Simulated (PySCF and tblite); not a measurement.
The numbers below are computed, except where a source is named.
System: C5H6N2O2, numbered as in [CH3:1][O:2][C:3](=[O:4])[c:5]1[cH:6][cH:7][nH:8][n:9]1.

Motion: shift of H on N8 from N8 to N9. GFN2-xTB gives an electronic barrier of 46.2 kcal/mol and a reaction energy of -2.3 kcal/mol.

Tunnelling of the moving H, left out here, will speed the real process. In real samples such hydrogens mostly exchange between molecules or through solvent, far faster than by this path.

Q: What does BP86/pcSseg-1 + D3(BJ), IEF-PCM acetone give on PBE0-D3(BJ)/def2-SVP geometries?

A: A barrier of 50.6 kcal/mol, 4.3 above the tight-binding barrier (from unrounded values), a reaction energy of 0.3 kcal/mol and, with GFN2-xTB thermal terms, ΔG‡(298 K) = 46.4 kcal/mol and k = 1.2×10⁻²¹ s⁻¹ (2 equivalent paths).

Q: And the level of the geometries itself, PBE0-D3(BJ)/def2-SVP?

A: 53.1 kcal/mol.

Programs: tblite and PySCF.
